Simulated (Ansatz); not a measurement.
A nudged elastic band was laid between two geometries of CH7NSeSi (11 atoms, charge 0, multiplicity 1).

Computed with RKS B3LYP-D4/def2-SVP in Ansatz 0.2.0.

```
movable images  : 9
climbing image  : yes
spring          : 5.0 eV/Å²
optimiser       : quadratic models (default)
start path      : through a guess of the saddle point
force threshold : 0.05 eV/Å
iteration limit : 47
end points      : relaxed
```

Image 0:

```xyz
11
Properties=species:S:1:pos:R:3
N -1.219 1.174 -0.462
Si -0.648 -0.036 0.638
C 1.221 -0.170 0.412
Se 1.700 -0.649 -1.455
H -0.977 1.075 -1.444
H -2.154 1.555 -0.355
H -1.201 -1.421 0.462
H -0.998 0.412 2.019
H 1.688 0.815 0.565
H 1.700 -0.883 1.099
H 0.956 -1.927 -1.459
```

Image 10:

```xyz
11
Properties=species:S:1:pos:R:3
N -1.233 0.966 -0.034
Si -0.558 -0.410 1.314
C 1.243 -0.347 0.553
Se 1.470 -0.254 -1.433
H -0.650 0.885 -0.891
H -2.212 0.807 -0.282
H -1.071 -1.512 0.375
H -1.156 1.924 0.315
H 1.799 0.537 0.907
H 1.810 -1.223 0.907
H 0.622 -1.430 -1.711
```

(1) What changes between the two ends?

(2) Give the energies along the band, and the barrier.

(3) What is the geometry of the highest image?

The band took 10 iterations and of the order of 11 core-minutes.

Results:

(1) Bonds broken: Si2–H8. Bonds formed: N1–H8.

(2) The run converged. The highest image is number 5 of 0 to 10, 289.4 kJ/mol above the first end and 168.5 kJ/mol above the last; the last end lies 120.9 kJ/mol above the first. Neighbouring images differ by up to 1.3 eV, so the band resolves the path poorly. A vibrational analysis at the climbing image gives one clearly imaginary mode, 1527i cm⁻¹: a first-order saddle point. The orbitals stay closed-shell, which can raise the energy where a bond breaks towards radicals; this wasn't checked here.

| image | path coordinate (Å) | energy (kJ/mol) | Si2–H8 (Å) | N1–H8 (Å) |
| --- | --- | --- | --- | --- |
| 0 | 0.00 | 0.0 | 1.49 | 2.60 |
| 1 | 0.42 | 0.9 | 1.49 | 2.62 |
| 2 | 0.85 | 10.7 | 1.49 | 2.51 |
| 3 | 1.27 | 68.6 | 1.49 | 2.20 |
| 4 | 1.70 | 195.8 | 1.51 | 1.80 |
| 5 | 2.12 | 289.4 | 1.64 | 1.39 |
| 6 | 2.45 | 224.6 | 1.85 | 1.11 |
| 7 | 2.78 | 159.3 | 2.17 | 1.02 |
| 8 | 3.11 | 131.8 | 2.44 | 1.02 |
| 9 | 3.44 | 122.6 | 2.57 | 1.02 |
| 10 | 3.77 | 120.9 | 2.61 | 1.02 |

(3) 
```xyz
11
Properties=species:S:1:pos:R:3
N -1.219 1.035 -0.266
Si -0.612 -0.251 0.984
C 1.230 -0.281 0.484
Se 1.574 -0.508 -1.464
H -0.651 1.256 -1.096
H -2.218 1.095 -0.458
H -1.140 -1.615 0.594
H -1.117 1.301 1.097
H 1.705 0.683 0.725
H 1.784 -1.059 1.029
H 0.730 -1.713 -1.608
```

Run time: 5.7 min on 2 threads of Arm Neoverse V1, with other jobs on the host, peak memory 0.3 GiB.
